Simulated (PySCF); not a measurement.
# Pt: excitation energy

Pt [Xe] 4f14 5d9 6s1 (3D) → Pt [Xe] 4f14 5d8 6s2 (3F), as a difference of total energies. Calculation: PySCF 2.14, in x2c-TZVPPall (11s7p7d3f1g, 97 functions); the spin-free X2C one-electron Hamiltonian (Gaussian nucleus). Correlated levels: valence: [Xe] 4f14 frozen; valence and next inner shell: [Kr] 4d10 4f14 frozen. The calculations carry no spin-orbit coupling.

Question: Order these methods by the excitation energy they give, lowest first.
A. UHF
B. PBE0
C. MP2 (valence and next inner shell)
D. LDA

Answer: A (0.326 eV), C (0.540 eV), B (0.589 eV), D (0.684 eV).

Errors of the correlated levels include the incompleteness of this basis and the frozen core.

For comparison: 0.397 eV (measured; NIST levels, between the centres of gravity of the two terms).
